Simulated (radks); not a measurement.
Results of a calculation; reference values are marked as such.
Polarisability of neutral zinc, [Ar] 3d10 4s2, at imaginary frequency. Code: a radial shooting solver on a logarithmic mesh with Libxc functionals. Model: non-relativistic Kohn-Sham, LB94 model potential, spin-polarised, spherical densities, point nucleus. Response by self-consistent Sternheimer equations with the Hartree and adiabatic LDA kernel.

| w (hartree) | alpha1(iw) (bohr^3) | alpha2(iw) (bohr^5) |
|---|---|---|
| 0.00266 | 29.96 | 208.3 |
| 0.0143 | 29.87 | 207.9 |
| 0.0360 | 29.39 | 206.3 |
| 0.0697 | 27.95 | 200.9 |
| 0.118 | 24.89 | 188.6 |
| 0.186 | 20.13 | 166.0 |
| 0.280 | 14.65 | 132.9 |
| 0.413 | 9.781 | 94.89 |
| 0.605 | 6.195 | 60.28 |
| 0.892 | 3.809 | 34.38 |
| 1.35 | 2.281 | 17.74 |
| 2.12 | 1.298 | 8.223 |
| 3.59 | 0.6572 | 3.296 |
| 6.94 | 0.2585 | 1.025 |
| 17.5 | 0.05807 | 0.1838 |

Static values: alpha1 = 29.96 bohr^3 (4.440 angstrom^3; uncoupled 52.89), alpha2 = 208.3 bohr^5, alpha3 = 2647 bohr^7. C6 = 193.6, C8 = 7679, triple-dipole C9 = 4118 atomic units. One-pole (London) frequency 4 C6 / (3 alpha1^2) = 0.287 hartree, against 0.380 for minus the highest occupied eigenvalue. Recommended static value: 38.67 bohr^3 (Schwerdtfeger and Nagle, 2023 table).
